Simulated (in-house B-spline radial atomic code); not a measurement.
Hg. Computed with a B-spline radial atomic code. Model: all-electron spherical atom, spin shells full or empty, radial basis limit, no spin-orbit coupling, Breit or QED, empty-state partial waves extrapolated as (l+1/2)^-4, RPA, G0W0 and static COHSEX of the highest shell as one setting changes (uncorrelated shells keep exact exchange).

Empty levels are discrete states of a finite basis, so the steps are uneven.

Without the two-electron picture change, core correlation of heavy ions comes too large.

Given: element Hg; charge 0; filled core Xe; hamiltonian one-electron scalar X2C; mean-field start PBE0; highest l of empty states 9; nuclear rms radius 5.4648 fm; lowest nl shells left uncorrelated 10; highest mean-field shell 6s; box radius 40 bohr.

Shell: 4f 7 7, 5d 5 5, 6s 1 1 (electrons up and down).

```tsv
highest empty level kept (hartree)	RPA correlation energy (hartree)	G0W0 level (eV)	G0W0 minus most complete (meV)	COHSEX level (eV)	linearised minus solved G0W0 (meV)
1	-0.16873	-9.6674	941.3	-10.631	-7.8
2	?	?	?	?	?
3.5	-0.62191	-10.224	384.8	-11.659	-15
6	?	?	?	?	?
10	-1.1599	-10.464	144.8	-12.202	-18.8
18	-1.463	-10.532	77.2	-12.367	-20
30	-1.7483	-10.568	41	-12.448	-20.7
60	-1.9976	-10.591	17.4	-12.509	-21.1
120	-2.1752	-10.602	6.3	-12.54	-21.3
250	-2.2497	-10.607	1.9	-12.556	-21.4
600	-2.2775	-10.609	0.2	-12.564	-21.4
2000	-2.2808	-10.609	0	-12.564	-21.4
```

Q: What follows for highest empty level kept = 2?

A: RPA correlation energy -0.37158 hartree; G0W0 level -10.042 eV; G0W0 minus most complete 566.8 meV; COHSEX level -11.269 eV; linearised minus solved G0W0 -12.5 meV.

Q: What follows for highest empty level kept = 6?

A: RPA correlation energy -0.84062 hartree; G0W0 level -10.364 eV; G0W0 minus most complete 245.1 meV; COHSEX level -11.986 eV; linearised minus solved G0W0 -17.1 meV.
